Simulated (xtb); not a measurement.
HfI4 (SMILES [I][Hf]([I])([I])[I]), singlet, from a rough starting geometry (GFN-xTB shapes and energies of metal compounds can be far from the true ones); GFN2-xTB run with xtb.

Input for xtb:
```
$ xtb mol.xyz --gfn 2 --opt vtight --json

# file mol.xyz
5

Hf     0.03672547    -0.00799316    -0.05476955
I      2.09653069    -0.67565289    -1.58716345
I      0.84165837     0.43651706     2.58375373
I     -1.24902763     2.30939493    -0.96857113
I     -1.86216614    -2.02040570    -0.03023094
```

What the program printed (banner, timings and long lists left out):

```
   ID    Z sym.   atoms
    1   72 Hf     1
    2   53 I      2-5

           -------------------------------------------------
          |                Calculation Setup                |
           -------------------------------------------------

           -------------------------------------------------
          |                 G F N 2 - x T B                 |
           -------------------------------------------------

          ...................................................
          :                      SETUP                      :
          :.................................................:
          :  # basis functions                  50          :
          :  # atomic orbitals                  45          :
          :  # shells                           15          :
          :  # electrons                        32          :
          :  max. iterations                   250          :
          :  Hamiltonian                  GFN2-xTB          :
          :  restarted?                      false          :
          :  GBSA solvation                  false          :
          :  PC potential                    false          :
          :  electronic temp.          300.0000000     K    :
          :  accuracy                    1.0000000          :
          :  -> integral cutoff          0.2500000E+02      :
          :  -> integral neglect         0.1000000E-07      :
          :  -> SCF convergence          0.1000000E-05 Eh   :
          :  -> wf. convergence          0.1000000E-03 e    :
          :  Broyden damping             0.4000000          :
          :  net charge                          0          :
          :  unpaired electrons                  0          :
          ...................................................

 iter      E             dE          RMSdq      gap      omega  full diag
   1      2.7484259  0.274843E+01  0.501E+01    0.00       0.0  T
   2     -7.2705857 -0.100190E+02  0.392E+01    8.98       1.0  T
   3    -13.1671594 -0.589657E+01  0.223E+01    9.86       1.0  T
   4    -15.2519115 -0.208475E+01  0.177E+01    6.20       1.0  T
   5    -15.1770855  0.748260E-01  0.162E+01    6.79       1.0  T
   6    -14.8928647  0.284221E+00  0.151E+01    0.36       1.0  T
   7    -13.8660943  0.102677E+01  0.193E+01    0.26       1.0  T
   8     -3.1186175  0.107475E+02  0.467E+01    0.02       1.0  T
   9     -4.6954185 -0.157680E+01  0.440E+01    0.04       1.0  T
  10     -2.8344841  0.186093E+01  0.476E+01    0.03       1.0  T
  11     -8.3680658 -0.553358E+01  0.365E+01    0.11       1.0  T
  12    -14.6259655 -0.625790E+01  0.163E+01    0.41       1.0  T
  13    -16.3940471 -0.176808E+01  0.732E+00    1.05       1.0  T
  14    -17.0537725 -0.659725E+00  0.334E+00    2.42       1.0  T
  15    -17.0483875  0.538504E-02  0.411E+00    2.86       1.0  T
  16    -16.9191792  0.129208E+00  0.634E+00    3.59       1.0  T
  17    -16.9150704  0.410880E-02  0.640E+00    3.63       1.0  T
  18    -16.9160190 -0.948558E-03  0.639E+00    3.63       1.0  T
  19    -16.9611503 -0.451314E-01  0.546E+00    3.53       1.0  T
  20    -17.0062720 -0.451217E-01  0.370E+00    3.55       1.0  T
  21    -17.0418735 -0.356014E-01  0.252E+00    3.42       1.0  T
  22    -17.0483436 -0.647012E-02  0.212E+00    3.38       1.0  T
  23    -17.0510544 -0.271081E-02  0.182E+00    3.39       1.0  T
  24    -17.0543100 -0.325563E-02  0.145E+00    3.38       1.0  T
  25    -17.0560064 -0.169632E-02  0.120E+00    3.38       1.0  T
  26    -17.0566817 -0.675395E-03  0.107E+00    3.38       1.0  T
  27    -17.0568004 -0.118697E-03  0.103E+00    3.39       1.0  T
  28    -17.0570496 -0.249203E-03  0.992E-01    3.38       1.0  T
  29    -17.0573772 -0.327522E-03  0.952E-01    3.38       1.0  T
  30    -17.0575380 -0.160876E-03  0.930E-01    3.37       1.0  T
  31    -17.0578641 -0.326028E-03  0.882E-01    3.37       1.0  T
  32    -17.0583311 -0.467029E-03  0.801E-01    3.37       1.0  T
[...]
 * total energy  :   -17.0066274 Eh     change        0.1183822E-01 Eh
 * total energy  :   -17.0269137 Eh     change       -0.2028631E-01 Eh
 * total energy  :   -17.0081337 Eh     change        0.1878003E-01 Eh
 * total energy  :   -17.0297549 Eh     change       -0.2162125E-01 Eh
 * total energy  :   -17.0078428 Eh     change        0.2191213E-01 Eh
 * total energy  :   -17.0280154 Eh     change       -0.2017259E-01 Eh
 * total energy  :   -17.0289758 Eh     change       -0.9604703E-03 Eh
 * total energy  :   -17.0304975 Eh     change       -0.1521674E-02 Eh
 * total energy  :   -17.0306213 Eh     change       -0.1237666E-03 Eh
 * total energy  :   -17.0306280 Eh     change       -0.6682517E-05 Eh
 * total energy  :   -17.0306309 Eh     change       -0.2957982E-05 Eh
 * total energy  :   -17.0306309 Eh     change       -0.1763664E-07 Eh
   *** GEOMETRY OPTIMIZATION CONVERGED AFTER 15 ITERATIONS ***
         :: total energy             -17.030630941811 Eh    ::
[...]
         6        2.0000           -0.5092264             -13.8568
         7        2.0000           -0.5092262             -13.8568
         8        2.0000           -0.5092257             -13.8567
         9        2.0000           -0.4654805             -12.6664
        10        2.0000           -0.4654805             -12.6664
        11        2.0000           -0.4654802             -12.6664
        12        2.0000           -0.4650744             -12.6553
        13        2.0000           -0.4650735             -12.6553
        14        2.0000           -0.4624335             -12.5835
        15        2.0000           -0.4624311             -12.5834
        16        2.0000           -0.4624303             -12.5834 (HOMO)
        17                         -0.3355307              -9.1303 (LUMO)
        18                         -0.3355305              -9.1303
        19                         -0.3316482              -9.0246
        20                         -0.3316473              -9.0246
        21                         -0.3316469              -9.0246
        22                         -0.2190882              -5.9617
        23                         -0.0295830              -0.8050
        24                         -0.0295820              -0.8050
        25                         -0.0295787              -0.8049
        26                         -0.0083762              -0.2279
        27                         -0.0083727              -0.2278
       ...                                ...                  ...
        45                          1.4791906              40.2508
      -------------------------------------------------------------
                  HL-Gap            0.1268996 Eh            3.4531 eV
             Fermi-level           -0.3989805 Eh          -10.8568 eV

     #   Z          covCN         q      C6AA      α(0)
     1  72 Hf       3.150     1.080   133.383    24.862
     2  53 I        0.791    -0.270   391.871    34.174
     3  53 I        0.791    -0.270   391.872    34.174
     4  53 I        0.791    -0.270   391.872    34.174
     5  53 I        0.791    -0.270   391.873    34.174

 Mol. C6AA /au·bohr⁶  :       8189.917543
 Mol. C8AA /au·bohr⁸  :     846237.320723
 Mol. α(0) /au        :        161.558766

Wiberg/Mayer (AO) data.
largest (>0.10) Wiberg bond orders for each atom

 ---------------------------------------------------------------------------
     #   Z sym  total        # sym  WBO       # sym  WBO       # sym  WBO
 ---------------------------------------------------------------------------
     1  72 Hf   3.395 --     2 I    0.849     4 I    0.849     3 I    0.849
                             5 I    0.849
     2  53 I    1.071 --     1 Hf   0.849
     3  53 I    1.071 --     1 Hf   0.849
     4  53 I    1.071 --     1 Hf   0.849
     5  53 I    1.071 --     1 Hf   0.849
 ---------------------------------------------------------------------------

Topologies differ in total number of bonds
Writing topology from bond orders to xtbtopo.mol

molecular dipole:
                 x           y           z       tot (Debye)
 q only:        0.000       0.000      -0.000
   full:        0.000       0.000      -0.000       0.000
molecular quadrupole (traceless):
                xx          xy          yy          xz          yz          zz
 q only:       -0.002      -0.001       0.001      -0.001       0.000       0.001
  q+dip:       -0.004      -0.000       0.002      -0.002       0.001       0.002
   full:       -0.004      -0.000       0.002      -0.002       0.001       0.002

optimized geometry written to: xtbopt.xyz

           -------------------------------------------------
          | TOTAL ENERGY              -17.030630941811 Eh   |
          | GRADIENT NORM               0.000019197198 Eh/α |
          | HOMO-LUMO GAP               3.453113369225 eV   |
           -------------------------------------------------

normal termination of xtb
```
